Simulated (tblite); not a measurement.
Parent: `[N:1]#[C:2][C:3]1=[CH:4][SiH2:5][C@@H:6]1[F:7]`, C4H4FNSi.

The geometries are computed with GFN2-xTB (gas phase). One conformer each, not checked by frequencies here.

| coordinate of the parent | value |
| --- | --- |
| N1≡C2 | 1.148 Å |
| C2–C3 | 1.402 Å |
| C3=C4 | 1.347 Å |
| C4–Si5 | 1.895 Å |
| Si5–C6 | 1.953 Å |
| C6–F7 | 1.381 Å |
| C3–C6 | 1.517 Å |
| N1–C2–C3 | 179.1° |
| C2–C3–C4 | 130.0° |
| C2–C3–C6 | 125.2° |
| C4–C3–C6 | 104.8° |
| C3–C4–Si5 | 95.2° |
| C4–Si5–C6 | 72.4° |
| Si5–C6–F7 | 116.4° |
| C3–C6–Si5 | 87.6° |
| C3–C6–F7 | 113.2° |

Q: How does the shared frame change in `[H]/[N:9]=[CH:8]\[C@:6]1([F:7])[C:3]([C:2]#[N:1])=[CH:4][SiH2:5]1` with Si5–C6–C8–N9 -54°, C5H5FN2Si? Atoms pair as N1 = N1, C2 = C2, C3 = C3, C4 = C4, Si5 = Si5, C6 = C6, F7 = F7 (parent first).

A: 
```tsv
parent	relative	value in the relative	change
N1≡C2	N1≡C2	1.147 Å	-0.001
C2–C3	C2–C3	1.403 Å	+0.001
C3=C4	C3=C4	1.349 Å	+0.002
C4–Si5	C4–Si5	1.891 Å	-0.004
Si5–C6	Si5–C6	1.980 Å	+0.027
C6–F7	C6–F7	1.386 Å	+0.005
C3–C6	C3–C6	1.517 Å	0.000
N1–C2–C3	N1–C2–C3	179.3°	+0.2
C2–C3–C4	C2–C3–C4	130.3°	+0.3
C2–C3–C6	C2–C3–C6	124.3°	-0.9
C4–C3–C6	C4–C3–C6	105.4°	+0.6
C3–C4–Si5	C3–C4–Si5	95.4°	+0.2
C4–Si5–C6	C4–Si5–C6	72.2°	-0.2
Si5–C6–F7	Si5–C6–F7	116.0°	-0.4
C3–C6–Si5	C3–C6–Si5	86.6°	-1.0
C3–C6–F7	C3–C6–F7	113.0°	-0.2
```

Of the parent's bonds, Si5–C6 changes most (+0.027 Å). Bonds of the relative outside the shared frame: C6–C8 1.485, C8=N9 1.255 Å. Point group C1 → C1.
